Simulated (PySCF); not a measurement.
Cd(H)(GeH3) (CdGeH4), SMILES [GeH3][CdH].

The structure is a stationary point at PBE0-D3(BJ)/def2-TZVP. The def2 effective core potentials stand for the cores of Cd; spin–orbit coupling is left out.

Calculation: TDA-PBE0/def2-TZVPD in PySCF.

Vertical excitations; the highest root listed may be one member of a degenerate set. The molecule is in vacuum. State labels are in the subgroup Cs.

**Question.** Give excitation energies, oscillator strengths and character. (An estimate is asked for; the answer gives what the named calculation found.)

**Answer.** 
| state | symmetry | energy (eV) | λ (nm) | f | main pairs |
|---|---|---|---|---|---|
| S1 | A" | 4.94 | 251 | 0.006 | HOMO→LUMO+1 (degenerate set) |
| S2 | A' | 4.94 | 251 | 0.006 | HOMO→LUMO (degenerate set) |
| S3 | A' | 6.30 | 197 | 0.485 | HOMO→LUMO+2 83 % |
| S4 | A" | 7.13 | 174 | 0.000 | HOMO−2→LUMO+1 49 %, HOMO−3→LUMO 49 % |
| S5 | A" | 7.22 | 172 | 0.002 | HOMO−3→LUMO, HOMO−2→LUMO+1, HOMO→LUMO+5 (degenerate set) |
| S6 | A' | 7.22 | 172 | 0.002 | HOMO−2→LUMO, HOMO−3→LUMO+1, HOMO→LUMO+4 (degenerate set) |
| S7 | A' | 7.23 | 171 | 0.056 | HOMO→LUMO+3 45 %, HOMO−3→LUMO+1 25 %, HOMO−2→LUMO 25 % |
| S8 | A" | 7.35 | 169 | 0.078 | HOMO−1→LUMO+1, HOMO→LUMO+5 (degenerate set) |
| S9 | A' | 7.35 | 169 | 0.078 | HOMO−1→LUMO, HOMO→LUMO+4 (degenerate set) |
| S10 | A" | 7.44 | 167 | 0.160 | HOMO→LUMO+5 43 %, HOMO−1→LUMO+1 41 % |
| T1 | A" | 4.41 | 281 | 0 | HOMO→LUMO+1 (degenerate set) |
| T2 | A' | 4.41 | 281 | 0 | HOMO→LUMO (degenerate set) |
| T3 | A' | 4.99 | 248 | 0 | HOMO→LUMO+2 93 % |
| T4 | A" | 6.08 | 204 | 0 | HOMO−1→LUMO+1 93 % |
Triplets are in the Tamm–Dancoff approximation.
